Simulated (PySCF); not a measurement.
Mg(Br)(OH) (BrHMgO), SMILES [Br][Mg][OH]. Atoms are numbered in the order given.

```xyz
4

Mg     0.0126     1.1599     0.0000
Br    -0.0006    -1.1737     0.0000
O     -0.0411     2.9156     0.0000
H      0.1980     3.8347     0.0000
```

Geometry: B3LYP-D3(BJ)/def2-TZVP. One conformer was computed; it need not be the lowest.

Computed with CAM-B3LYP/def2-TZVPD in PySCF.

Computed frontier levels, gap, dipole moment and polarisability:
```yaml
highest_occupied_level: -9.56 eV
lowest_empty_level: -0.84 eV
orbital_gap: 8.72 eV
dipole_moment: 1.96 D
quadrupole, principal values (traceless, Buckingham form, about the centre of nuclear charge): -5.41, 2.06, 3.35 D·Å
mean_static_polarisability: 47.5 bohr³ (7.04 Å³)
polarisability_principal_values: 42.8, 42.8, 56.9 bohr³
```
